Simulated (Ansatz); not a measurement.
Program: Ansatz. Geometries: PBE0-D4/def2-TZVP. ΔE: electronic, gas phase. CBS: MP2 limit from def2 TZ/QZ plus the TZ coupled-cluster correction, frozen cores. DFT in def2-TZVPP. B3LYP here is the variant with VWN-RPA as its local correlation; programs differ in this. Each species was taken in one conformer, which may not be the lowest.

`[SiH3][SiH]1CC1` + `COCF` → `FC[SiH]1CC1` + `CO[SiH3]`  (formal exchange of groups at the Si–Si bond)

`[SiH3][SiH]1CC1`:

```xyz
12

Si   -0.905   -0.898    1.680
Si    0.707   -0.338    0.114
C     0.586    1.313   -0.738
C     0.157    0.126   -1.603
H    -1.177   -2.361    1.688
H    -0.501   -0.492    3.053
H    -2.154   -0.177    1.312
H     2.064   -0.921    0.241
H    -0.195    2.004   -0.438
H     1.507    1.812   -1.020
H    -0.896    0.061   -1.855
H     0.806   -0.128   -2.434
```

`COCF`:

Z-matrix (Å, degrees):
```
C
O 1 1.414
H 1 1.097 2 110.8
H 1 1.089 2 107.0 3 118.9
H 1 1.093 2 111.3 3 -121.6
C 2 1.362 1 114.0 3 55.1
F 6 1.383 2 111.4 1 70.0
H 6 1.099 2 112.1 1 -48.8
H 6 1.091 2 107.6 1 -172.1
```

`FC[SiH]1CC1`:

```xyz
12

F    -1.108   -0.836   -2.444
C    -0.662   -1.239   -1.189
Si    0.558   -0.002   -0.458
C     0.551    0.214    1.377
C    -0.079    1.379    0.582
H    -0.215   -2.233   -1.295
H    -1.531   -1.332   -0.527
H     1.819    0.164   -1.212
H    -0.128   -0.376    1.985
H     1.483    0.430    1.889
H    -1.151    1.511    0.689
H     0.461    2.321    0.603
```

`CO[SiH3]`:

Cartesian coordinates in Å:
```
C 1.275 0.102 0.466
O 0.047 -0.582 0.543
Si -1.246 -0.177 -0.386
H 1.710 0.035 -0.538
H 1.967 -0.357 1.174
H 1.163 1.161 0.727
H -2.332 -1.116 -0.026
H -0.917 -0.294 -1.834
H -1.668 1.229 -0.125
```

(1) Is it downhill or uphill in electronic energy at CCSD(T)/CBS, and by how much? (An estimate is asked.)

(2) What do these levels give: r2SCAN-D4, PBE0-D4, B3LYP-D4, PBE, PBE0, B3LYP, HF/def2-TZVPP, MP2/def2-TZVPP, SCS-MP2/def2-TZVPP, HF/def2-QZVPP, MP2/def2-QZVPP, MP2/CBS(def2)? (An estimate is asked.)

Largest T1 diagnostic among the species: 0.012.

## Answers

(1) Computed: Downhill: ΔE = -0.88 eV.

(2) Computed: r2SCAN-D4 -0.77, PBE0-D4 -0.69, B3LYP-D4 -0.86, PBE -0.64, PBE0 -0.70, B3LYP -0.87, HF/def2-TZVPP -0.99, MP2/def2-TZVPP -0.91, SCS-MP2/def2-TZVPP -0.94, HF/def2-QZVPP -1.02, MP2/def2-QZVPP -0.96, MP2/CBS(def2) -0.97 eV.

In def2-TZVPP, CCSD(T) changes the Hartree–Fock value by +0.17 eV (the triples alone add +0.04 eV) and MP2 by +0.08 eV. From PBE to PBE0 (25 % exact exchange), in def2-TZVPP and without D4, ΔE moves by −0.06 eV.
